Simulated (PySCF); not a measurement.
AlI₂⁺: from structure and modes to constants

Level of theory: PBE0 in PySCF with Al def2-TZVP, I def2-TZVP with ECP28; scalar-relativistic core potentials, no spin–orbit coupling; density-fitted integrals.

The singlet minimum has D∞h symmetry. Masses (u): Al 26.98154, I 126.90447.

```xyz
3
charge 1 multiplicity 1, angstrom
Al    0.0000    0.0000    0.0000
I     2.3594    0.0000    0.0000
I    -2.3594    0.0000    0.0000
```

Harmonic wavenumbers (cm⁻¹): 98.7 (πu, ×2), 179.7 (σg+, ×1), 577.2 (σu+, ×1).

**Question.** What is the harmonic zero-point energy?

**Answer.** Half the sum of all 4 wavenumbers, 954/2 = 477 cm⁻¹, which is 5.7 kJ/mol (1 cm⁻¹ = 0.0119627 kJ/mol).

**Question.** Give the standard entropy (298.15 K, 1 bar) by its translational, rotational, vibrational and spin parts, and Cp.

**Answer.** Sackur–Tetrode with M = 280.79 u gives 179.2; rotation with symmetry number 2 gives 83.7; vibration 40.9; spin R ln 1 = 0.0. The total is 303.8 J/(mol K), and Cp = 7/2 R + 28.7 = 57.8 J/(mol K).

**Question.** Find the bond force constant k and the stretch–stretch coupling k′ of the valence force field.

**Answer.** For linear XMX, 4π²c²ω(σg)² = (k + k′)/mX and 4π²c²ω(σu)² = (k − k′)(1 + 2mX/mM)/mX. So k + k′ = 2.415 and k − k′ = 2.394 mdyn/Å, giving k = 2.404 and k′ = 0.010 mdyn/Å.

This need not be the most stable arrangement of these atoms.
